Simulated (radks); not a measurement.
N2.75+, 4.25 electrons, occupied as [He] 2p(up 1, down 1) 2s(up 0.25, down 0) (fractional occupations, a model configuration).

Method: non-relativistic Kohn-Sham, SCAN, spin-polarised, spherical densities, point nucleus; meta-GGA in the generalised Kohn-Sham scheme; computed with a radial shooting solver on a logarithmic mesh with Libxc functionals.

Energy parts (eV):
total: -1384.148
kinetic: 1381.242
electron-nucleus: -3047.804
Hartree: 424.494
exchange-correlation: -142.080

Orbitals (lengths in bohr, moments of r in powers of bohr; r(90%) holds 90 % of the orbital's charge):
orbital	occ.	eigenvalue (eV)	r(90%)	<1/r>	<r>	<r^4>
1s up	1	-446.4955	0.410	6.652	0.2288	0.01312
1s down	1	-446.2158	0.410	6.650	0.2289	0.01310
2s up	0.25	-62.4770	1.76	1.276	1.134	3.974
2p up	1	-50.7035	1.76	1.191	1.079	4.030
2p down	1	-50.0356	1.77	1.188	1.083	4.113

The highest occupied level is 2p down at -50.036 eV. Spin moment in Bohr magnetons: 0.25.

Empty levels of this run are not shown, since the potential may be unsettled where no density lies.
